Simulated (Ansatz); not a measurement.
The cluster GeCl₂: single points at one geometry.

```yaml
crystal:
  periodic: [false, false, false]
  atoms:
    - {symbol: Ge, position_ang: [0.156578, 0.529347, -0.760181]}
    - {symbol: Cl, position_ang: [-1.654582, -0.575627, -0.161140]}
    - {symbol: Cl, position_ang: [1.498004, 0.046280, 0.921331]}
basis:
  gaussian: {orbitals: def2-TZVP, initial_orbitals: start.molden}
hamiltonian: {xc: {text: "exchange = 0.65*pbe_x + 0.35*exact_x\ncorrelation = pbe_c"}}
scf: {omitted_lower_state_checks: [starts]}
output: {orbitals: {seedname: orbitals}}
```

The file start.molden holds the orbitals of an earlier run on this structure, at another level or in another basis.

```sh
$ ansatz run in.yaml --threads 4 --pin off --events-out ev --progress --plain --max-ram 3916MiB
```

It prints (some lines left out):

```
Functional definition: unnamed
986 factors; their error is unknown
mean field evaluation 1: about -81552.1585 eV, gradient 5.5e0 eV
mean field evaluation 2: about -81552.1740 eV, gradient 3.1e-2 eV
mean field evaluation 4: about -81552.6696 eV, gradient 7.9e-5 eV
mean field -81552.66955540 eV, -2997.0053277761 hartree, gradient 8.0e-5 eV, S^2 0.000000; 0 other end points of the search recorded, 0 dependent functions left out
reference -81552.66957536 eV, -2997.0053285098 hartree; 33, 33 occupied and 89, 89 virtual orbitals, 986 factors
Total energy: -81552.66957536 eV, -2997.0053285098 hartree
Checks for a lower state left out: starts
```

It took 0.85 s on 4 threads of Arm Neoverse V2 on a shared host.

As the first input, with `hamiltonian: {xc: {name: r2SCAN0}, dispersion: d4}` (abridged; 2 s):

```
Functional definition: r2SCAN0
mean field -81563.95014582 eV, -2997.4198818277 hartree, gradient 1.1e-5 eV, S^2 0.000000
Total energy: -81563.97482415 eV, -2997.4207887396 hartree
Checks for a lower state left out: starts
```

Geometry: B3LYP-D4/def2-TZVP.

The structure comes from a short search, and lower isomers may exist.
